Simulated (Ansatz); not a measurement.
One change: `C=CC(=C)N` becomes `C=C(N)BF`.

Ansatz, PBE0-D4/def2-TZVP geometries, multiplicity 1. Each molecule was computed in one conformer, which needn't be the lowest.

```json
{"property": "HOMO–LUMO gap (ωB97M-V/def2-TZVPP) / eV", "`C=CC(=C)N`": "9.58"}
{"property": "HOMO energy (PBE/def2-TZVPP) / eV", "`C=CC(=C)N`": "-5.02"}
{"property": "HOMO–LUMO gap (PBE/def2-TZVPP) / eV", "`C=CC(=C)N`": "3.45"}
{"property": "zero-point energy (PBE0-D4/def2-TZVP) / kJ/mol", "`C=CC(=C)N`": "270.2"}
{"property": "LUMO energy (PBE/def2-TZVPP) / eV", "`C=CC(=C)N`": "-1.57"}
{"property": "size of the dipole moment (B3LYP/def2-TZVPP) / D", "`C=CC(=C)N`": "1.23"}
```

(1) What does the change do to each property? (Estimate.)

Answers

(1) Computed: 
```csv
property,`C=C(N)BF`,shift
HOMO–LUMO gap (ωB97M-V/def2-TZVPP) / eV,9.32,-0.26
HOMO energy (PBE/def2-TZVPP) / eV,-5.27,-0.25
HOMO–LUMO gap (PBE/def2-TZVPP) / eV,3.07,-0.38
zero-point energy (PBE0-D4/def2-TZVP) / kJ/mol,197.6,-72.6
LUMO energy (PBE/def2-TZVPP) / eV,-2.21,-0.64
size of the dipole moment (B3LYP/def2-TZVPP) / D,1.69,0.46
```

With PBE0 the HOMO falls by 0.31 eV and the LUMO falls by 0.62 eV, so the gap narrows by about 0.31 eV. PBE moves the HOMO by -0.25 eV and ωB97M-V by -0.35 eV. The zero-point energy changes by -72.6 kJ/mol with -6 modes. Dipoles are sizes alone; their direction can turn.

B3LYP here is the variant with VWN-RPA as its local correlation; programs differ in this.
